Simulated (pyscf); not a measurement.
•HC=C(F)–F, doublet

Gas-phase minimum from PySCF at ωB97X-D3(BJ)/def2-SVP, one conformer. Other isomers of •HC=C(F)–F were not searched in full and may lie lower. 

SMILES: C(F)(=[CH])F
```xyz
5

C      1.3535    -0.8651    -0.2044
C      0.5709    -0.1135     0.5325
F      0.9533     0.5577     1.5990
F     -0.7201     0.0838     0.3155
H      1.3076    -1.4946    -1.0873
```
Charge 0, spin multiplicity 2.

Bonded distances (Å): C1–C2 1.312, C1–H5 1.085, C2–F3 1.317, C2–F4 1.324. Bond angles (°): C2–C1–H5 139.8, C1–C2–F3 125.0, C1–C2–F4 125.1, F3–C2–F4 109.9.

Properties at ωB97X-D3(BJ)/def2-SVP:

```yaml
harmonic_wavenumbers_unscaled: 423, 558, 595, 638, 748, 996, 1311, 1812, 3357 cm⁻¹
zero_point_energy: 14.9 kcal/mol
rotational_symmetry_number: 1
Entropy of this conformer at 298 K and 1 atm, rigid rotor and harmonic oscillator, modes under 100 cm⁻¹ raised to 100: 276.1 J/(mol K)
dipole_moment: 1.16 D
Spin expectation value S2: 0.760
```

Single-point totals, which compare only within one level (frozen core for MP2 and CC):

```json
[
 {"level": "ωB97X-D3(BJ)/def2-TZVP", "total energy (hartree)": "-276.52992"},
 {"level": "PBE/def2-TZVP", "total energy (hartree)": "-276.21147"},
 {"level": "r²SCAN/def2-TZVP", "total energy (hartree)": "-276.37093"},
 {"level": "B3LYP-D3(BJ)/def2-TZVP", "total energy (hartree)": "-276.49801"},
 {"level": "PBE0-D3(BJ)/def2-TZVP", "total energy (hartree)": "-276.21300"},
 {"level": "M06-2X/def2-TZVP", "total energy (hartree)": "-276.39070"},
 {"level": "ωB97M-D3(BJ)/def2-TZVP", "total energy (hartree)": "-276.54625"},
 {"level": "UHF/def2-TZVPP", "total energy (hartree)": "-275.20912"},
 {"level": "MP2/def2-TZVPP", "total energy (hartree)": "-275.96967"},
 {"level": "CCSD/def2-TZVPP", "total energy (hartree)": "-275.99343"},
 {"level": "CCSD(T)/def2-TZVPP", "total energy (hartree)": "-276.02190"}
]
```

The CCSD(T) − MP2 part came from Ansatz, without density fitting, on the same reference. A UHF reference is spin-contaminated (<S²> up to 0.92), which harms MP2 most.
